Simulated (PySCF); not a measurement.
Static response to an electric field

Compound: C4H6F4O.
Geometry (GFN2-xTB, Å), atoms numbered from 1 in this order:
```xyz
15
C4H6F4O angstrom
C      2.3597    0.5037    0.2378
C      1.0836   -0.1871    0.6664
F      0.7068    0.2572    1.9154
O      0.0696    0.1348   -0.2418
C     -1.1383   -0.4823   -0.0267
F     -1.0478   -1.8157   -0.3620
C     -2.1739    0.1657   -0.9584
F     -3.3863   -0.3845   -0.7556
F     -2.2859    1.4756   -0.6744
H      2.1744    1.5709    0.1565
H      3.1330    0.3245    0.9786
H      2.6723    0.1166   -0.7261
H      1.1996   -1.2787    0.7632
H     -1.4740   -0.4425    1.0211
H     -1.8973    0.0497   -2.0160
```

Level: PBE0/def2-SVPD (PySCF), static field, nuclei fixed, core orbitals frozen in the response. The polarisability tensor in these axes (au):

```
x   66.47  2.23  3.38
y    2.23 54.38  0.22
z    3.38  0.22 53.97
```

Task: What are the eigenvalues, a third of the trace, and Δα (Δα² = ½Σ(αi − αj)² over the three pairs)?

Result: Principal values 53.01, 54.12 and 67.69 au; mean 58.27 au = 8.64 Å³ = 9.61 × 10⁻⁴⁰ C²·m²/J; Δα = 14.17 au (24 % of the mean).

Task: What is the dipole moment, and where does it point?

Result: (2.47, -0.40, -0.64) D, 2.59 D in size, pointing from the negative to the positive side. Measured along this direction, the outermost atoms are F8 at the negative end and H12 and H11 at the positive end.

Task: Find the Langevin capture rate constant for NH4+ (18.034 u) meeting this molecule (146.035 u), k = 2.342 × 10⁻⁹ cm³/s × √(α in Å³ / reduced mass in u).

Result: The reduced mass is 16.05 u, so k = 1.72 × 10⁻⁹ cm³/s. The formula leaves out the permanent dipole, which adds to the capture rate.

Task: Directions of the eigenvectors, and the extent of the frame along each?

Result: Largest value along (0.96, 0.16, 0.24), where the nuclei span 6.77 Å; middle along (-0.08, 0.94, -0.34), 3.34 Å; least along (-0.28, 0.31, 0.91), 3.00 Å. The response follows the extents in order.

Task: How large is μ²/3kT at 350 K beside α?

Result: In Gaussian units μ²/3kT = 46.12 Å³ against 8.64 Å³, a ratio of 5.34; the Debye molar polarisation (4π/3)N_A(α + μ²/3kT) is 138.1 cm³/mol, leaving out the vibrational part.

Isolated species at its GFN2-xTB geometry (one conformer only).
